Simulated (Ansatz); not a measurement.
Program: Ansatz. Geometries: PBE0-D4/def2-TZVP. ΔE: electronic, gas phase. CCSD(T)/CBS adds triple-zeta CCSD(T) − MP2 to the extrapolated MP2 energy (def2 sets, frozen cores). Functionals use def2-TZVPP. Each species was taken in one conformer, which may not be the lowest.

Consider the isomerisation: `CB(F)O[SiH3]` → `OB([SiH3])CF`.

```tsv
level	ΔE (kJ/mol)	difference from CCSD(T)/CBS
r2SCAN-D4	359.2	-5.3
PBE0-D4	344.2	-20.3
PBE0	344.8	-19.7
HF/def2-TZVPP	389.3	24.8
SCS-MP2/def2-TZVPP	375.1	10.6
CCSD/def2-TZVPP	367.1	2.6
CCSD(T)/def2-TZVPP	363.2	-1.3
HF/def2-QZVPP	391.7	27.2
HF/CBS(def2)	392.1	27.6
CCSD/CBS(def2)	368.5	4.0
CCSD(T)/CBS	364.5	0
```

Largest T1 diagnostic among the species: 0.013.

In def2-TZVPP, CCSD(T) changes the Hartree–Fock value by −26.2 kJ/mol (the triples alone add −4.0 kJ/mol) and MP2 by −10.3 kJ/mol. From PBE to PBE0 (25 % exact exchange), in def2-TZVPP and without D4, ΔE moves by +14.6 kJ/mol.
